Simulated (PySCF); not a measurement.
Compound: BF3.
Cartesian coordinates in Å at the PBE0-D3(BJ)/def2-SVP level; atoms count from 1:
```xyz
4
BF3 angstrom
F      1.1776   -0.6392    0.0713
B      0.0262   -0.0202   -0.0191
F     -1.0850   -0.7112   -0.0929
F     -0.0150    1.2896   -0.0354
```

Theory: core-valence-separated Tamm–Dancoff BHandHLYP/aug-pcX-1 in PySCF, non-relativistic, gas phase, PBE0-D3(BJ)/def2-SVP geometry. The energies are unshifted.

(1) List the boron K-edge absorption lines.

(2) Give energies, oscillator strengths and core holes at the F K edge.

## Answers

(1) 
```
E (eV)       f  core hole on                 main final orbital  polarisation
191.75  0.1108            B2                      LUMO+4 (77 %)  out of plane
194.28  0.0000            B2                        LUMO (88 %)             –
196.53  0.0044            B2                      LUMO+1 (81 %)  out of plane
196.67  0.0022            B2  LUMO+2/LUMO+3 (2 roots, f summed)      in plane
198.27  0.0000            B2                      LUMO+5 (77 %)             –
```

The first line with a tenth or more of the strongest one's intensity is at 191.75 eV (f = 0.111), with the hole on B2 (three-coordinate boron), polarised out of plane. It is also the strongest listed.

(2) 
```json
{"E (eV)": "686.04", "f": "0.0612", "core hole on": "F1/F3/F4", "main final orbital": "LUMO+4 (3 roots, f summed)", "polarisation": "out of plane"}
{"E (eV)": "686.61", "f": "0.0087", "core hole on": "F1/F3/F4", "main final orbital": "LUMO (3 roots, f summed)", "polarisation": "in plane"}
{"E (eV)": "688.65", "f": "0.0343", "core hole on": "F1/F3/F4", "main final orbital": "LUMO+2/LUMO+3 (6 roots, f summed)", "polarisation": "in plane"}
{"E (eV)": "689.03", "f": "0.0003", "core hole on": "F1/F3/F4", "main final orbital": "LUMO+1 (3 roots, f summed)", "polarisation": "–"}
```

The first line with a tenth or more of the strongest one's intensity is at 686.04 eV (f = 0.061, sum of 3), with the hole on F1/F3/F4 (boron-bound fluorine), polarised out of plane. It is also the strongest listed.

Roots within 0.03 eV whose holes lie on the same, on equivalent or on shared atoms are summed into one line, and the highest roots are left out, as the search may have cut off their partners. Final orbitals are the ground state's empty Kohn–Sham orbitals. A dash: too weak, shared between unlike atoms, or no plane or axis to refer to.

Task: What are the wavelength and the wavenumber of the 191.75 eV line?

Result: λ = 12398.42 eV Å/191.75 eV = 64.659 Å; 1.5466 × 10⁶ cm⁻¹.

Only the lowest roots of each edge were sought.
